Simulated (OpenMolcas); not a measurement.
## Computed transition rates of Cl2+

| Quantity | Value |
| --- | --- |
| Program | OpenMolcas |
| Method | SS-CASPT2, IPEA 0.25 Eh, imaginary shift 0.1 Eh (closed shells correlated: 2s 2p 3s) |
| Basis | ANO-RCC-VQZP [6s5p3d2f1g] |
| Scalar Hamiltonian | DKH2, point nucleus |
| Active space | 3 electrons in 3 orbitals (3p) |
| State averaging | 2S+1 = 4 odd, 1 root; 2S+1 = 2 odd, 8 roots |
| Spin-orbit coupling | state interaction with AMFI integrals over the reference wave functions, term energies averaged over their components |

Rates come from the transition moments of the reference wave functions (E1 and E2 in the length form). At fixed line strength A goes as λ^-3 for E1 and M1 and as λ^-5 for E2, so a rate at the computed wavelength can be rescaled to the measured one. Measured vacuum wavelengths follow from level energies in Moore, Atomic Energy Levels, vol. I, NSRDS-NBS 35 (1971 reprint of NBS Circular 467, 1949). Branching counts decays inside the model space alone, at computed energies, and the table is only a selection of the E2 and M1 lines, drawn from those between levels with measured partners whose computed energy lies within a factor of 1.5 of the measured one.

```json
{"Upper": "3s² 3p³ ²P°_1/2", "Lower": "3s² 3p³ ²D°_5/2", "Type": "E2", "λ computed (nm)": "782.7", "λ measured (nm)": "855.3", "A computed (s-1)": "1.69e-01", "A rescaled (s-1)": "1.08e-01", "Branching %": "19.5"}
{"Upper": "3s² 3p³ ²P°_1/2", "Lower": "3s² 3p³ ²D°_3/2", "Type": "E2", "λ computed (nm)": "779.7", "λ measured (nm)": "850.4", "A computed (s-1)": "2.58e-01", "A rescaled (s-1)": "1.67e-01", "Branching %": "29.7"}
{"Upper": "3s² 3p³ ²P°_1/2", "Lower": "3s² 3p³ ²D°_3/2", "Type": "M1", "λ computed (nm)": "779.7", "λ measured (nm)": "850.4", "A computed (s-1)": "1.48e-01", "A rescaled (s-1)": "", "Branching %": "17.1"}
{"Upper": "3s² 3p³ ²P°_3/2", "Lower": "3s² 3p³ ²D°_5/2", "Type": "E2", "λ computed (nm)": "778.7", "λ measured (nm)": "848.4", "A computed (s-1)": "3.02e-01", "A rescaled (s-1)": "1.97e-01", "Branching %": "19.7"}
{"Upper": "3s² 3p³ ²P°_3/2", "Lower": "3s² 3p³ ²D°_5/2", "Type": "M1", "λ computed (nm)": "778.7", "λ measured (nm)": "848.4", "A computed (s-1)": "1.34e-01", "A rescaled (s-1)": "", "Branching %": "8.7"}
{"Upper": "3s² 3p³ ²P°_3/2", "Lower": "3s² 3p³ ²D°_3/2", "Type": "M1", "λ computed (nm)": "775.6", "λ measured (nm)": "843.6", "A computed (s-1)": "2.41e-01", "A rescaled (s-1)": "", "Branching %": "15.7"}
{"Upper": "3s² 3p³ ²P°_3/2", "Lower": "3s² 3p³ ²D°_3/2", "Type": "E2", "λ computed (nm)": "775.6", "λ measured (nm)": "843.6", "A computed (s-1)": "1.31e-01", "A rescaled (s-1)": "8.61e-02", "Branching %": "8.5"}
{"Upper": "3s² 3p³ ²D°_3/2", "Lower": "3s² 3p³ ⁴S°_3/2", "Type": "M1", "λ computed (nm)": "543.9", "λ measured (nm)": "553.9", "A computed (s-1)": "2.95e-03", "A rescaled (s-1)": "", "Branching %": "87.6"}
{"Upper": "3s² 3p³ ²D°_3/2", "Lower": "3s² 3p³ ⁴S°_3/2", "Type": "E2", "λ computed (nm)": "543.9", "λ measured (nm)": "553.9", "A computed (s-1)": "4.17e-04", "A rescaled (s-1)": "", "Branching %": "12.4"}
{"Upper": "3s² 3p³ ²D°_5/2", "Lower": "3s² 3p³ ⁴S°_3/2", "Type": "E2", "λ computed (nm)": "542.4", "λ measured (nm)": "551.9", "A computed (s-1)": "6.57e-04", "A rescaled (s-1)": "", "Branching %": "90.4"}
{"Upper": "3s² 3p³ ²D°_5/2", "Lower": "3s² 3p³ ⁴S°_3/2", "Type": "M1", "λ computed (nm)": "542.4", "λ measured (nm)": "551.9", "A computed (s-1)": "6.86e-05", "A rescaled (s-1)": "", "Branching %": "9.4"}
{"Upper": "3s² 3p³ ²P°_1/2", "Lower": "3s² 3p³ ⁴S°_3/2", "Type": "M1", "λ computed (nm)": "320.4", "λ measured (nm)": "335.4", "A computed (s-1)": "2.92e-01", "A rescaled (s-1)": "", "Branching %": "33.7"}
{"Upper": "3s² 3p³ ²P°_3/2", "Lower": "3s² 3p³ ⁴S°_3/2", "Type": "M1", "λ computed (nm)": "319.7", "λ measured (nm)": "334.4", "A computed (s-1)": "7.25e-01", "A rescaled (s-1)": "", "Branching %": "47.3"}
```

Spin-changing lines and M1 lines between different terms are not rescaled, since their strength hangs on the term gaps too.

The largest correction is for 3s² 3p³ ²P°_1/2 → 3s² 3p³ ²D°_5/2 (E2): 1.69e-01 × (782.7 / 855.3)^5 = 1.08e-01 s-1, a factor of 0.64.

No measured rate stands beside these. Rescaling mends the energy factor alone: line strengths can still be far off where a level mixes with configurations outside the active space, and weak or spin-changing lines hang on small mixing coefficients that depend on the term gaps too, so rescaling need not improve them.

Term energies are means over components that CASPT2 splits; among the terms shown or strongly mixed into the levels shown the widest spread is 140 cm-1 (3s² 3p³ ²P°). With the s shell closed, the reference lacks s² → p² mixing. Computed and measured levels are paired by configuration, term and J; levels that our copy of the source lacks, or whose pairing is in doubt (as where it misses far off the trend of its configuration), stay unpaired. Only configurations of the active space appear.

° marks odd parity.
